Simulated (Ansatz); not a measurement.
C5H14ClGeN, SMILES `CC(C)[NH][Ge]([CH3])([CH3])[Cl]`. Charge 0, multiplicity 1. The geometry is a stationary point of PBE0-D4/def2-TZVP. It is one conformer, not always the lowest.

```xyz
22

C     2.150    0.984   -0.549
C     1.266   -0.256   -0.583
C     2.101   -1.528   -0.601
N     0.318   -0.307    0.522
Ge   -1.310    0.501    0.476
C    -2.217    0.052   -1.177
C    -2.247    0.081    2.120
Cl   -1.142    2.696    0.447
H     2.761    0.988    0.360
H     1.548    1.894   -0.554
H     2.829    1.009   -1.406
H     0.675   -0.231   -1.506
H     2.698   -1.604    0.314
H     1.460   -2.409   -0.660
H     2.790   -1.536   -1.449
H     0.784   -0.254    1.418
H    -3.216    0.489   -1.174
H    -2.297   -1.032   -1.278
H    -1.670    0.452   -2.031
H    -3.203    0.605    2.145
H    -2.423   -0.994    2.187
H    -1.654    0.400    2.977
```

Question: What is the dipole moment at r2SCAN/def2-TZVPP? (Best estimate.)

Answer: Ansatz gave: 2.39 D, with components (0.00, -2.39, 0.04) D in this frame, pointing from negative to positive charge.

Question: And with PBE, B3LYP, ωB97M-V? (Estimate.)

Answer: Computed: PBE 2.33 D, B3LYP 2.34 D, ωB97M-V 2.31 D.

Question: Give the Mulliken charges with r2SCAN, PBE, ωB97M-V in def2-TZVPP. (Best estimate.)

Answer: The calculation gave: 
| atom | r2SCAN | PBE | ωB97M-V |
| --- | --- | --- | --- |
| C1 | -0.16 | -0.24 | -0.28 |
| C2 | 0.21 | 0.12 | 0.00 |
| C3 | -0.14 | -0.24 | -0.29 |
| N4 | -0.34 | -0.26 | -0.30 |
| Ge5 | 0.50 | 0.45 | 0.47 |
| C6 | -0.27 | -0.35 | -0.42 |
| C7 | -0.26 | -0.35 | -0.40 |
| Cl8 | -0.39 | -0.36 | -0.34 |
| H9 | 0.03 | 0.06 | 0.09 |
| H10 | 0.06 | 0.09 | 0.11 |
| H11 | 0.04 | 0.07 | 0.10 |
| H12 | -0.01 | 0.03 | 0.07 |
| H13 | 0.03 | 0.07 | 0.10 |
| H14 | 0.05 | 0.08 | 0.11 |
| H15 | 0.04 | 0.07 | 0.09 |
| H16 | 0.11 | 0.11 | 0.09 |
| H17 | 0.09 | 0.11 | 0.13 |
| H18 | 0.09 | 0.11 | 0.14 |
| H19 | 0.09 | 0.11 | 0.13 |
| H20 | 0.09 | 0.11 | 0.13 |
| H21 | 0.09 | 0.11 | 0.13 |
| H22 | 0.08 | 0.11 | 0.13 |

B3LYP here is the variant with VWN-RPA as its local correlation; programs differ in this.
